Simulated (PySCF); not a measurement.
**Identify the compound**

The spectra below were simulated for a compound C₆H₉NOSi.

¹H NMR (400 MHz, computed): δ 5.06 (m, 1H), 3.38 (m, 1H), 2.38 (m, 1H), 2.04 (m, 1H), 1.98 (m, 1H), 1.77 (m, 1H), 1.23 (m, 1H), 0.05 (m, 1H), -0.39 (br s, 1H).

¹³C{¹H} NMR (computed): δ 124.8 (C), 60.4 (CH), 26.0 (CH2), 23.2 (CH2), 16.8 (C), 11.4 (CH2).

[PySCF 2.14.0 with density-fitted response routines: structure optimised with GFN2-xTB; shieldings: GIAO PBE0/pcSseg-1; non-relativistic Hamiltonian; a single conformation; in vacuum]

Chemical shifts δ = σref − σ; TMS for ¹H (σref 31.72) and ¹³C (σref 186.93), all at this level.

Task: What is the structure?

Result: 
1. Rings plus π bonds: 4 (2 rings in the answer).
2. 6 carbon signals for 6 carbons: no two carbons are equivalent.
3. Carbon types of the structure: 2 × C, 1 × CH, 3 × CH2, leaving 2 H on heteroatoms.
4. δC 124.8: nitrile carbon; typical of a nitrile.
5. δC 60.4, 23.2, 16.8: three-membered-ring carbon.
6. δC 26.0: sp3 CH2 in a ring; aliphatic region, no heteroatom directly attached.
7. δC 11.4: sp3 CH2 bonded to Si; an electropositive neighbour leaves it electron-rich and shielded.
8. δH 5.06: hydrogen on a silicon bonded to 3 C, in a 4-membered ring.
9. δH 3.38, 1.23, 0.05: hydrogen on a three-membered-ring carbon.
10. δH -0.39: hydrogen on an alcohol oxygen; exchangeable, gas-phase position.

Structure: SMILES N#C[Si@@H]1CC[C@]12C[C@H]2O.

The shifts were computed for this structure.

The OH or NH signal is concentration- and solvent-dependent in practice; the value given is the gas-phase one. Shifts are as computed. Against solution values, carbons near 30 ppm lie about +3 ppm off and those near 130 ppm about +5 ppm. Of 1309 compounds with measured shifts, 239 miss one by over three times the rms of a fit or turn the order of signals round; such compounds aren't used in these exercises. Multiplicities follow the n + 1 count of equivalent neighbours, as no J values were calculated; m marks all less simple cases, F and P coupling included.
